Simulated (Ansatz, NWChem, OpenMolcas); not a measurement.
A ladder of methods for SiBrCl3 (bromotrichlorosilane)

SiBrCl3: 5 atoms, total charge 0, spin state singlet. SMILES: `Cl[Si](Cl)(Cl)Br`. The shape is that of a PBE0-D4/def2-TZVP optimisation.

Quantity: the electronic atomisation energy, in eV. The values are calculated. Electronic energies at fixed atoms, without zero-point motion or spin-orbit coupling.

```json
{"level": "SVWN5/cc-pVDZ", "kind": "LDA", "program": "Ansatz", "value (eV)": "17.83", "CPU time (all runs)": "11 s"}
{"level": "BLYP/cc-pVDZ", "kind": "GGA", "program": "OpenMolcas", "value (eV)": "14.20", "CPU time (all runs)": "46 s"}
{"level": "PBE/cc-pVDZ", "kind": "GGA", "program": "NWChem", "value (eV)": "?", "CPU time (all runs)": "3.7 min"}
{"level": "revPBE/cc-pVDZ", "kind": "GGA", "program": "Ansatz", "value (eV)": "?", "CPU time (all runs)": "17 s"}
{"level": "M06-L/cc-pVDZ", "kind": "meta-GGA", "program": "OpenMolcas", "value (eV)": "15.66", "CPU time (all runs)": "49 s"}
{"level": "r2SCAN/cc-pVDZ", "kind": "meta-GGA", "program": "Ansatz", "value (eV)": "15.50", "CPU time (all runs)": "53 s"}
{"level": "MP2/cc-pVDZ", "kind": "perturbation theory", "program": "Ansatz", "value (eV)": "14.51", "CPU time (all runs)": "10 s"}
{"level": "CCSD/cc-pVDZ", "kind": "coupled cluster or CI", "program": "Ansatz", "value (eV)": "13.38", "CPU time (all runs)": "29 s"}
```

Task: Estimate the missing values from the other rows.

Result: As computed at these levels: PBE/cc-pVDZ: 15.41 eV; revPBE/cc-pVDZ: 14.58 eV. All-electron rows without a relativistic Hamiltonian named are non-relativistic. The values span 13.38 to 17.83 eV. In the correlated wave-function rows the outer d shell of Br is correlated, in sets not made for it. Times are those of the runs behind each value, whatever else they computed, on shared processors of several kinds: orders of magnitude only.
